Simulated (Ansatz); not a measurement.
Single points on the cluster Cu2Pt⁺.

```yaml
crystal:
  periodic: [false, false, false]
  atoms:
    - {symbol: Pt, position_ang: [0.200941, -1.326364, 0.144036]}
    - {symbol: Cu, position_ang: [0.649248, 0.876220, 0.843785]}
    - {symbol: Cu, position_ang: [-0.850188, 0.450143, -0.987821]}
basis:
  gaussian: {orbitals: def2-TZVP, initial_orbitals: start.molden}
total_charge: 1
magnetization: {spin_polarized: true, initial_magnetization: 1}
hamiltonian: {xc: pbe, dispersion: d4}
scf: {omitted_lower_state_checks: [starts]}
output: {orbitals: {seedname: orbitals}}
```

The file start.molden holds the orbitals of an earlier run on this structure, at another level or in another basis.

```sh
$ ansatz run in.yaml --threads 4 --pin off --events-out ev --progress --plain --max-ram 3916MiB
```

Shortened log:

```
Functional definition: PBE
1302 factors; their error is unknown
mean field evaluation 1: about -92510.5420 eV, gradient 8.1e0 eV
mean field evaluation 2: about -92510.8504 eV, gradient 2.1e0 eV
mean field evaluation 4: about -92510.8069 eV, gradient 1.1e-1 eV
mean field evaluation 8: about -92510.7185 eV, gradient 5.5e0 eV
mean field evaluation 16: about -92510.8138 eV, gradient 1.4e-5 eV
mean field -92510.81377139 eV, -3399.7097000168 hartree, gradient 1.9e-6 eV, S^2 0.756587; 0 other end points of the search recorded, 0 dependent functions left out
reference -92510.81381225 eV, -3399.7097015183 hartree; 38, 37 occupied and 92, 93 virtual orbitals, 1302 factors
Total energy: -92510.91406895 eV, -3399.7133858844 hartree
Checks for a lower state left out: starts
```

Run time 11 s (4 threads of Arm Neoverse V2 on a shared host).

As the first input, with `hamiltonian: {xc: r2scan, dispersion: d4}` (abridged; 20 s):

```
Functional definition: r2SCAN
mean field evaluation 16: about -92523.3460 eV, gradient 8.4e-6 eV
mean field -92523.34597058 eV, -3400.1702498424 hartree, gradient 8.4e-6 eV, S^2 0.757332
Total energy: -92523.36298309 eV, -3400.1708750407 hartree
Checks for a lower state left out: starts
```

The first input with `hamiltonian: {xc: pbe0, dispersion: d4}` (abridged; 8 s):

```
Functional definition: PBE0
mean field -92509.12591049 eV, -3399.6476722727 hartree, gradient 6.2e-6 eV, S^2 0.754285
Total energy: -92509.21038780 eV, -3399.6507767569 hartree
Checks for a lower state left out: starts
```

Geometry: r2SCAN-D4/def2-TZVP, that of the neutral singlet.

In the def2 sets Pt takes a core potential; there is no spin–orbit coupling. At PBE-D4/def2-TZVP the gap within one spin of the charge 1 doublet nearly closes, so an electron or hole may be smeared out by delocalisation error. The structure comes from a short search, and lower isomers may exist.
